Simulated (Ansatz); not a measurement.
A geometry optimisation of C3H10B2N2 with B3LYP/def2-SVP

The starting geometry of this gas-phase singlet was optimised with GFN2-xTB; its bonds are those of `BNBNC1CC1`.

```yaml
atoms:
  - { symbol: C, position_ang: [-1.0741, 1.7426, -0.8929] }
  - { symbol: C, position_ang: [-1.3863, 2.7602, 0.1747] }
  - { symbol: C, position_ang: [-2.3759, 2.4790, -0.9173] }
  - { symbol: B, position_ang: [2.4813, -0.3039, 0.6174] }
  - { symbol: B, position_ang: [0.0301, -0.3856, -0.0836] }
  - { symbol: N, position_ang: [1.2865, 0.2571, 0.1673] }
  - { symbol: N, position_ang: [-1.0540, 0.3505, -0.5688] }
  - { symbol: H, position_ang: [3.4207, 0.3840, 0.7733] }
  - { symbol: H, position_ang: [2.5265, -1.4539, 0.8325] }
  - { symbol: H, position_ang: [1.2863, 1.2533, -0.0012] }
  - { symbol: H, position_ang: [-0.1025, -1.5304, 0.1148] }
  - { symbol: H, position_ang: [-1.9440, -0.1032, -0.7043] }
  - { symbol: H, position_ang: [-0.3333, 2.0262, -1.6365] }
  - { symbol: H, position_ang: [-1.6097, 2.3889, 1.1629] }
  - { symbol: H, position_ang: [-0.8598, 3.7021, 0.1665] }
  - { symbol: H, position_ang: [-3.2694, 1.9305, -0.6571] }
  - { symbol: H, position_ang: [-2.5329, 3.2273, -1.6792] }
```

Task: Predict what it relaxes into with B3LYP/def2-SVP.

Result: It keeps its bonds, and is `BNBNC1CC1`.

The energy falls by 0.13 eV over 16 steps:

```csv
step,E − E(last) (eV)
1,0.125
3,0.025
4,0.021
6,0.014
8,0.005
9,0.002
11,0.001
13,0.000
14,0.000
16,0.000
```

Final geometry (Å):

```xyz
17

C    -1.1678    1.7290   -1.0765
C    -1.1333    2.7365    0.0510
C    -2.4222    2.4625   -0.6802
B     2.3573   -0.2529    0.8396
B     0.0284   -0.3595   -0.2090
N     1.2191    0.3247    0.2457
N    -1.0579    0.3269   -0.7882
H     3.2818    0.4556    1.1659
H     2.3967   -1.4461    1.0157
H     1.2349    1.3343    0.1179
H    -0.0461   -1.5570   -0.0894
H    -1.8312   -0.2283   -1.1396
H    -0.7050    2.0528   -2.0196
H    -1.0388    2.3468    1.0681
H    -0.6255    3.6897   -0.1220
H    -3.1865    1.8869   -0.1499
H    -2.8143    3.2232   -1.3607
```

The end wasn't checked by frequencies. Run with Ansatz 0.2.0, 49 s on 4 threads of Arm Neoverse V1, with other jobs on the host.
